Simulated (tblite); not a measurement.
`CCC[Si@@H]1CC[C@@H]1OC=O`. Structure optimised with GFN2-xTB, isolated species.

```
atom  x, y, z in Å
C1     2.9435    0.9896   -0.3010
C2     1.4784    0.5725   -0.3564
C3     1.2389   -0.7392    0.3912
Si4   -0.5704   -1.3313    0.3959
C5    -1.2619   -1.3746   -1.4091
C6    -2.0454   -0.0671   -1.1807
C7    -2.0274   -0.0642    0.3487
O8    -1.8116    1.2175    0.9541
C9    -1.0591    1.1829    2.0173
O10   -0.5546    0.2018    2.5020
H11    3.5734    0.2280   -0.7558
H12    3.2612    1.1234    0.7309
H13    3.0972    1.9262   -0.8329
H14    1.1773    0.4642   -1.4005
H15    0.8678    1.3643    0.0846
H16    1.8571   -1.5175   -0.0599
H17    1.5800   -0.6273    1.4198
H18   -0.8145   -2.4746    1.2700
H19   -1.9385   -2.2057   -1.5933
H20   -0.5707   -1.3312   -2.2469
H21   -1.4941    0.7939   -1.5554
H22   -3.0438   -0.0517   -1.6158
H23   -2.9593   -0.4548    0.7642
H24   -0.9352    2.1945    2.4366
```

Task: How far are the heavy atoms from their best plane (unweighted least squares)?

Result: 0.744 Å rms; C1 0.67, C2 0.53, C3 0.93, Si4 1.20, C5 0.28, C6 0.85, C7 0.11, O8 0.90, C9 0.26, O10 0.90 Å (magnitudes).

Task: Which two atoms are farthest apart?

Result: H12···H22, 6.83 Å; the next longest distance is 6.74 Å.

Task: Work out the bond lengths C1–H11, C3–Si4, Si4–C5, C9–H24 in Å.

Result: For C1–H11 the difference vector is (0.6299, -0.7616, -0.4548) Å, of length 1.0880 Å. C1–H11 1.088; C3–Si4 1.904; Si4–C5 1.933; C9–H24 1.102 Å.

Task: Where is the centre of mass (commonest isotopes), and what is the radius of gyration?

Result: Mass 158.076 u; centre at (-0.373, -0.058, 0.361) Å; Rg = √(Σ m r²/M) = 2.217 Å. As Ia + Ib + Ic = 2 Σ m r², the three principal moments sum to 1553.8 u·Å².

Task: What is the repulsion energy of the bare nuclei, Σ ZA·ZB/RAB?

Result: 666.37 Eh over 276 pairs, with full nuclear charges and distances in bohr; the largest single term is 23.35 Eh (C3 with Si4).

Its GFN2-xTB frequencies are all real (lowest 60 cm⁻¹). One conformer, not necessarily the lowest. 3 starts were optimised and ended at 0.00, 0.30 and 0.51 kcal/mol (GFN2-xTB); the lowest of these is shown.

The numbers are calculated, not measured.
